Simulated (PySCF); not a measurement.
ClGeO, multiplicity 2. Atoms are numbered in the order given.

```xyz
3

Ge     0.3425    -0.4733     0.0000
O     -0.8926    -1.6076     0.0000
Cl    -0.2246     1.6475     0.0000
```
Charge 0, spin multiplicity 2.

Coordinates come from a B3LYP-D3(BJ)/def2-TZVP optimisation.

Calculation: TDA-B3LYP/def2-SVPD (PySCF).

Vertical excitations. Isolated molecule, no solvent.

Computed lowest excited states:
| state | energy (eV) | λ (nm) | f | main pairs |
|---|---|---|---|---|
| root 1 | 1.51 | 819 | 0.006 | β HOMO→LUMO 91 % |
| root 2 | 1.52 | 816 | 0.001 | β HOMO−1→LUMO 95 % |
| root 3 | 3.20 | 388 | 0.008 | β HOMO−2→LUMO 95 % |
| root 4 | 3.22 | 385 | 0.001 | β HOMO−3→LUMO 94 % |
| root 5 | 3.63 | 342 | 0.041 | α HOMO−2→LUMO 9 %, β HOMO−4→LUMO 79 % |
| root 6 | 3.82 | 324 | 0.012 | α HOMO→LUMO 84 %, β HOMO→LUMO+1 13 % |
| root 7 | 4.42 | 281 | 0.000 | α HOMO−2→LUMO 38 %, β HOMO−1→LUMO+1 52 % |
| root 8 | 4.58 | 271 | 0.012 | α HOMO→LUMO 12 %, α HOMO−1→LUMO 11 %, β HOMO→LUMO+1 74 % |
| root 9 | 4.98 | 249 | 0.003 | α HOMO−1→LUMO 86 %, β HOMO→LUMO+1 11 % |
| root 10 | 5.72 | 217 | 0.003 | α HOMO−3→LUMO 55 %, α HOMO−2→LUMO 13 %, β HOMO−3→LUMO+1 28 % |
Unrestricted roots are not spin-pure.
